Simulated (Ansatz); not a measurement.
`C[CH2][Sn][Cl]` + H₂S → `[SH][Sn][Cl]` + `CC` at 500 K and 1 bar (ligand exchange at the Sn–C bond).

Isolated molecules relaxed with PBE0-D4/def2-TZVP in Ansatz; ΔE leaves out vibrations. CCSD(T)/CBS adds triple-zeta CCSD(T) − MP2 to the extrapolated MP2 energy (def2 sets, frozen cores). This one scheme is used for every species. Elements past krypton have def2 core potentials. For Sn outer-core shells are correlated without core-valence functions, which leaves a few kJ/mol of doubt a bond. One conformer a species, not always the lowest.

```json
{"species": "`C[CH2][Sn][Cl]`", "CCSD(T)/CBS energy (Eh)": "-752.96755", "H − E (kJ/mol)": "211.0", "S (J/(mol·K))": "409.2"}
{"species": "H₂S", "CCSD(T)/CBS energy (Eh)": "-398.97279", "H − E (kJ/mol)": "57.0", "S (J/(mol·K))": "224.0"}
{"species": "`[SH][Sn][Cl]`", "CCSD(T)/CBS energy (Eh)": "-1072.27294", "H − E (kJ/mol)": "55.6", "S (J/(mol·K))": "354.6"}
{"species": "`CC`", "CCSD(T)/CBS energy (Eh)": "-79.71954", "H − E (kJ/mol)": "220.5", "S (J/(mol·K))": "259.9"}
```

H − E and S are ideal-gas, rigid-rotor, harmonic terms from PBE0-D4/def2-TZVP, for one conformer and one mirror image of each species. 1 Eh = 2625.50 kJ/mol, R = 8.31446 J/(mol·K).

Question: By hand: ΔE, ΔH, ΔS and ΔG.

Answer: ΔE = (-1072.27294) + (-79.71954) − (-752.96755) − (-398.97279) = -0.05214 Eh = -136.9 kJ/mol. Δ(H − E) = 55.6 + 220.5 − 211.0 − 57.0 = 8.1, so ΔH = -128.8 kJ/mol. ΔS = 354.6 + 259.9 − 409.2 − 224.0 = -18.7 J/(mol·K). ΔG = -128.8 − 500 × (-18.7)/1000 = -119.5 kJ/mol.

Question: By hand: the equilibrium constant, and the temperature at which ΔG would vanish if ΔH and ΔS stayed fixed.

Answer: log₁₀ K = −ΔG/(RT ln 10) = 12.5. ΔG = 0 at ΔH/ΔS = 6888 K, far beyond where these terms or the molecules hold.

ΔH outweighs TΔS. A doubt of 5 kJ/mol in ΔE shifts log₁₀ K by 0.5 here. Other conformers and mirror images would add mixing entropy, several J/(mol·K) or more a flexible species. Modes under 60 cm⁻¹, often nearly free rotors, make the harmonic entropy too high. These are equilibria of isolated gas molecules and say nothing of rates. Largest T1 diagnostic: 0.015 (customary marks: 0.02 for closed shells, 0.045 for open ones).
